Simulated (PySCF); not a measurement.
Cl$_{2}$MoO$_{2}$, charge +1, doublet (typed; the unrestricted solution is spin-contaminated), at a GFN2-xTB geometry (such geometries of metal compounds can be far from the true shape) (the multiplicity is a formal guess) (all electrons, no relativity). Base run: HF/3-21G (PySCF).

Here is a job for PySCF.
```python
from pyscf import gto, scf

mol = gto.M(
    atom='''
Mo    0.282915   -0.052327    0.093462
O     1.480408   -0.590105   -0.906962
O     0.776017    0.172766    1.652380
Cl   -0.453909    1.804449   -0.662784
Cl   -1.306904   -1.478776    0.081093
''',
    basis='3-21g',
    charge=1,
    spin=1,
    verbose=4,
)

mf = scf.UHF(mol)
mf.kernel()
mf.analyze()
```

Variants of this job, named by their change:

```json
[
 {"change": "base", "basis functions": "80", "E (Eh)": "-5019.66679", "HOMO (eV)": "-18.95"},
 {"change": "basis = x2c-SVPall; relativity = spin-free X2C; nucleus = Gaussian (with nucmod='G')", "basis functions": "117", "E (Eh)": "-5116.69279", "HOMO (eV)": "-18.92"},
 {"change": "basis = cc-pVTZ-DK; relativity = none", "basis functions": "205", "E (Eh)": "-4980.33355", "HOMO (eV)": "-18.66"},
 {"change": "basis = jorge-DZP-DKH; relativity = spin-free X2C; nucleus = Gaussian (with nucmod='G')", "basis functions": "126", "E (Eh)": "-5116.84082", "HOMO (eV)": "-19.00"},
 {"change": "basis = jorge-DZP-DKH; relativity = spin-free X2C", "basis functions": "126", "E (Eh)": "-5116.89297", "HOMO (eV)": "-19.00"},
 {"change": "basis = x2c-SVPall; relativity = none", "basis functions": "117", "E (Eh)": "-4997.13340", "HOMO (eV)": "-18.84"},
 {"change": "basis = x2c-SVPall; relativity = spin-free X2C", "basis functions": "117", "E (Eh)": "-5116.73921", "HOMO (eV)": "-18.92"},
 {"change": "basis = cc-pVTZ-DK; relativity = spin-free X2C; nucleus = Gaussian (with nucmod='G')", "basis functions": "205", "E (Eh)": "-5117.52497", "HOMO (eV)": "-18.74"},
 {"change": "basis = cc-pVTZ-DK; relativity = spin-free X2C", "basis functions": "205", "E (Eh)": "-5117.59130", "HOMO (eV)": "-18.74"},
 {"change": "basis = jorge-DZP-DKH; relativity = none", "basis functions": "126", "E (Eh)": "-5019.33043", "HOMO (eV)": "-18.97"}
]
```

Totals shift with the method and basis; they matter in differences.

Open shells are given as the SCF converged; they aren't shown to be the lowest states, and a large step between rows can be another state.

Basis sets contracted for a relativistic Hamiltonian are a mismatch without it, so the rows without relativity aren't non-relativistic limits. No row has spin-orbit coupling; sets with core potentials leave out the core electrons.
